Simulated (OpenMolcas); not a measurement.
# What dynamic correlation does to the levels of Sn III

| Quantity | Value |
| --- | --- |
| Program | OpenMolcas |
| Basis | ANO-RCC-VTZP [7s6p4d2f1g] |
| Scalar Hamiltonian | X2C, point nucleus |
| Active space | 2 electrons in 4 orbitals (5s 5p) |
| State averaging | 2S+1 = 3 even, 3 roots; 2S+1 = 1 even, 7 roots; 2S+1 = 3 odd, 3 roots; 2S+1 = 1 odd, 3 roots |
| Spin-orbit coupling | state interaction with AMFI integrals over the reference wave functions, term energies averaged over their components |

Methods on the same reference wave functions:
A. CASSCF
B. SS-CASPT2, IPEA 0.25 Eh, imaginary shift 0.1 Eh (closed shells correlated: 4d)
C. MS-CASPT2, IPEA 0.25 Eh, imaginary shift 0.1 Eh (closed shells correlated: 4d)

Energies in cm-1 above 5s2 1S0, the measured ground level; measured values from Moore, Atomic Energy Levels, vol. III, NSRDS-NBS 35 (1971 reprint of NBS Circular 467, 1958).

```csv
Level,A,B,C,Measured
5s2 1S0,0.0,0.0,0.0,0.0
5s 5p 3P* 0,48778,53370,53960,53548
5s 5p 3P* 1,50250,54800,55380,55196
5s 5p 3P* 2,53510,58110,58690,59229
5s 5p 1P* 1,85154,78840,79430,79911
5p2 3P0,123703,127810,128390,127308
5p2 3P1,125735,130040,130630,130120
5p2 3P2 [59 %],128209,131290,131870,134567
5p2 1D2 [59 %],137162,135610,136200,128205
5p2 1S0,156925,152160,153330,
```

Deviations, from unrounded energies. A percentage is the sum of absolute deviations over the sum of measured energies, with the sign that they share, or ± where signs differ.

```tsv
Against measurement	Levels	A	B	C
mean absolute deviation (cm-1)	8	5500	1800	1700
other configurations (%)	8	±5.7	±1.8	±1.8
```

B, C lie about equally close to measurement and A furthest from it. The largest miss of C in the table is 5p2 1D2 [59 %], by +8000 cm-1. The ranking rests on the paired levels alone, and a cruder setting can come out closer through cancelling errors.

Between B and C the level of the table that moves most is 5p2 1S0, by 1200 cm-1 (lowest in B, highest in C). Moves below CASPT2's spread within the term are not significant.

The lowest spin-free term lies below A's lowest term by 0.413 hartree in B, 0.416 hartree in C.

CASPT2 breaks the degeneracy within a term, and the mean is taken; among the terms shown or strongly mixed into the levels shown the widest spread is 15 cm-1 (5p2 1D, C). Over all roots computed the reference weight is 0.89 to 0.94 in B, 0.89 to 0.94 in C; the roots of lowest weight are the least certain, and an intruder state may touch them. Some levels mix across a computed gap that differs much from the measured one, so their mixing is not that of the real levels. The ¹D term of p² mixes with s d, which this space lacks. Measured partners are found by configuration, term and J. A level has none where our copy of the source lacks it or the pairing is in doubt (some pairs that miss far off the trend of their configuration count as doubtful), and it then counts in no deviation. Levels of configurations outside the active space are missing.

A share in square brackets marks a mixed level and gives the weight of the term that names it, the lowest over the columns. * marks odd parity.
